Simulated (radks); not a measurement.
The tin ion Sn4+, [Kr] 4d10. Method: non-relativistic Kohn-Sham, PBE, spin-polarised, spherical densities, point nucleus; computed with a radial shooting solver on a logarithmic mesh with Libxc functionals. Every spin shell is full or empty, so the densities are truly spherical. Functionals are evaluated on that one density, not self-consistently. Rank these exchange functionals by their error against the exact value of the orbitals, and give that value: LDA, B88, PBE, revPBE, PW91, PW86, WC, revTPSS, SCAN, r2SCAN, MVS.

Answer. Exact: -157.791 hartree. From best to worst, with 100 (|E| - |E exact|)/|E exact| (equal figures are ties): B88 -0.03, PW91 -0.06, MVS +0.07, r2SCAN -0.12, SCAN +0.14, PW86 -0.25, revPBE -0.33, PBE -0.48, WC -0.92, revTPSS -0.95, LDA -4.92.
